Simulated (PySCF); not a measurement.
J couplings in `CC(C)[TeH]`, C3H8Te

Geometry:
```json
{"atom": "C1", "x (Å)": "-0.732", "y (Å)": "-1.265", "z (Å)": "-0.016"}
{"atom": "C2", "x (Å)": "0.049", "y (Å)": "-0.055", "z (Å)": "0.464"}
{"atom": "C3", "x (Å)": "-0.254", "y (Å)": "1.203", "z (Å)": "-0.331"}
{"atom": "Te4", "x (Å)": "2.202", "y (Å)": "-0.461", "z (Å)": "0.527"}
{"atom": "H5", "x (Å)": "-1.816", "y (Å)": "-1.060", "z (Å)": "0.039"}
{"atom": "H6", "x (Å)": "-0.521", "y (Å)": "-2.158", "z (Å)": "0.588"}
{"atom": "H7", "x (Å)": "-0.494", "y (Å)": "-1.504", "z (Å)": "-1.065"}
{"atom": "H8", "x (Å)": "-0.163", "y (Å)": "0.123", "z (Å)": "1.531"}
{"atom": "H9", "x (Å)": "-1.337", "y (Å)": "1.417", "z (Å)": "-0.298"}
{"atom": "H10", "x (Å)": "0.281", "y (Å)": "2.078", "z (Å)": "0.062"}
{"atom": "H11", "x (Å)": "0.024", "y (Å)": "1.084", "z (Å)": "-1.390"}
{"atom": "H12", "x (Å)": "2.281", "y (Å)": "-0.665", "z (Å)": "-1.126"}
```

[PySCF integrals, density fitting: indirect couplings; PBE0/pcJ-1 (dyall-v2z on Te), isolated molecule, finite nuclei, structure from PBE0-D3(BJ)/def2-SVP]

Non-relativistic values:
```
     coupling                      atoms  J (Hz)
1J(125Te,13C)                   Te4 – C2   111.9
 1J(125Te,1H)                  Te4 – H12    39.0
2J(125Te,13C)                Te4 – C1/C3     6.8
 2J(125Te,1H)                   Te4 – H8   -72.7
 3J(125Te,1H)  Te4 – H5/H6/H7/H9/H10/H11   -14.0
```

Problem. What do two-component X2C with spin–orbit coupling give?

Solution. 
```csv
coupling,atoms,with spin–orbit (Hz)
"1J(125Te,13C)",Te4 – C2,168.2
"1J(125Te,1H)",Te4 – H12,294.3
"2J(125Te,13C)",Te4 – C1/C3,13.1
"2J(125Te,1H)",Te4 – H8,-109.6
"3J(125Te,1H)",Te4 – H5/H6/H7/H9/H10/H11,-9.3
```

The largest listed coupling, 1J(125Te,1H), ends at 7.55 times its non-relativistic value. Equivalent partners are averaged, as under fast rotation. In the static structure 3J(125Te,1H) spreads over -19.1, -0.7, -8.3, -18.1, -0.2, -9.0 Hz.
